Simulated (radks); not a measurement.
Ionisation of the vanadium ion V2+, [Ar] 3d3, to [Ar] 3d2 as the strength of local exchange is varied. Method: Dirac Kohn-Sham, Slater X-alpha exchange (alpha = 2/3 is LDA exchange), no correlation, spin-unpolarised, spherical densities, point nucleus; open shells fill j = l - 1/2 first; computed with a radial shooting solver on a logarithmic mesh with Libxc functionals.

alpha = 0.556: E(V2+) (hartree) -937.67145; exchange (hartree) -33.91746; IE (eV) 25.559; -e of the level emptied (eV) 18.378 (3d3/2); <r> of it (bohr) 1.391
alpha = 0.562: E(V2+) (hartree) -938.03753; exchange (hartree) -34.29597; IE (eV) 25.669; -e of the level emptied (eV) 18.471 (3d3/2); <r> of it (bohr) 1.387
alpha = 0.64: E(V2+) (hartree) -942.80873; exchange (hartree) -39.24054; IE (eV) 27.120; -e of the level emptied (eV) 19.708 (3d3/2); <r> of it (bohr) 1.347
alpha = 0.667: E(V2+) (hartree) -944.46553; exchange (hartree) -40.96245; IE (eV) 27.635; -e of the level emptied (eV) 20.151 (3d3/2); <r> of it (bohr) 1.334
alpha = 0.872: E(V2+) (hartree) -957.13245; exchange (hartree) -54.20837; IE (eV) 31.771; -e of the level emptied (eV) 23.763 (3d3/2); <r> of it (bohr) 1.244
alpha = 0.896: E(V2+) (hartree) -958.62548; exchange (hartree) -55.77890; IE (eV) 32.280; -e of the level emptied (eV) 24.214 (3d3/2); <r> of it (bohr) 1.234
alpha = 0.938: E(V2+) (hartree) -961.24333; exchange (hartree) -58.53726; IE (eV) 33.184; -e of the level emptied (eV) 25.016 (3d3/2); <r> of it (bohr) 1.218
alpha = 0.993: E(V2+) (hartree) -964.68119; exchange (hartree) -62.16846; IE (eV) 34.390; -e of the level emptied (eV) 26.093 (3d3/2); <r> of it (bohr) 1.198

NIST Atomic Spectra Database: 29.311 eV (measured). The Delta-SCF value meets it near alpha = 0.75. Spin polarisation and multiplet splitting are left out, so open shells lie too high by an amount that depends on their filling.

Beside tabulated values, note that spin-unpolarised runs miss the spin-polarisation part of the exchange energy of open shells.
